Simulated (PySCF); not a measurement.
**Bromine: a sound run and one with changed settings**

Sound run: Br²⁺ [Ar] 3d10 4s2 4p3, Br³⁺ [Ar] 3d10 4s2 4p2. Computed with PySCF 2.14 in cc-pVDZ-PP with ECP10MDF (4s3p2d, 23 functions), with scalar relativity through the core potential. The sound run starts from symmetry-adapted Hartree-Fock orbitals and uses a fine grid where one is needed.

Changed run: 6 angular points. This setting is unsound on purpose.

```tsv
species	method	sound run (hartree)	changed run (hartree)	converged
Br²⁺	UHF	-414.33728	-414.33728	yes
Br²⁺	LDA	-414.96392	-415.38843	yes
Br²⁺	TPSS	-415.49231	-415.95522	yes
Br³⁺	UHF	-413.06527	-413.06527	yes
Br³⁺	LDA	-413.67126	-414.10832	yes
Br³⁺	TPSS	-414.20277	-414.69270	yes
```

Ionisation energy of Br²⁺:

| method | sound run (eV) | changed run (eV) |
| --- | --- | --- |
| UHF | 34.613 | 34.613 |
| LDA | 35.175 | 34.834 |
| TPSS | 35.090 | 34.355 |

A coarse angular grid integrates products of high-l functions wrongly, so density functionals can shift, and the SCF can exploit the error; Hartree-Fock and MP2 need no grid.

For comparison, NIST gives 34.871 ± 0.019 eV between the lowest levels.
